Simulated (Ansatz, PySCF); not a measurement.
In(AsH2)(F)2 (AsF2H2In), SMILES [In]([F])([F])[AsH2]. Atoms are numbered in the order given.

```xyz
6

In     0.6890    -0.0061     0.0000
As    -1.9039     0.0634     0.0000
H     -1.9102    -0.9993     1.1026
H     -1.9102    -0.9993    -1.1026
F      1.8271     0.0114    -1.6025
F      1.8271     0.0114     1.6025
```

Geometry: B3LYP-D3(BJ)/def2-SVP. The structure was generated by enumeration; whether it is a known compound was not checked. The def2 effective core potentials stand for the cores of In; spin–orbit coupling is left out.

Vertical ionisation energy (IE) and electron affinity (EA) in eV. Rows of orbital energies are one-electron estimates. Where ΔSCF, EOM or ADC give a negative EA the extra electron is unbound and the value depends on the basis.

```tsv
level	IE	EA
−ε(HOMO), −ε(LUMO), r2SCAN/def2-TZVP (PySCF)	7.70	3.12
−ε(HOMO), −ε(LUMO), PBE/def2-TZVP (PySCF)	7.41	3.28
ΔSCF, CAM-B3LYP/def2-SVPD (Ansatz), final states of multiplicity 2 and 2	10.81	0.95
ΔSCF, PBE/def2-SVPD (Ansatz), final states of multiplicity 2 and 2	[?]	[?]
```

**Question.** Complete the blanks. (An estimate is asked for; the answer gives what the named calculation found.)

**Answer.** 
- ΔSCF, PBE/def2-SVPD (Ansatz, a quantum-chemistry and plane-wave program), final states of multiplicity 2 and 2, IE: 10.37
- ΔSCF, PBE/def2-SVPD (Ansatz), final states of multiplicity 2 and 2, EA: 0.94

**Question.** What vertical singlet–triplet gap does ΔSCF give with CAM-B3LYP/def2-SVPD (Ansatz) and with PBE/def2-SVPD (Ansatz)? (An estimate is asked for; the answer gives what the named calculation found.)

**Answer.** 4.08 and 3.79 eV (triplet above singlet where positive).
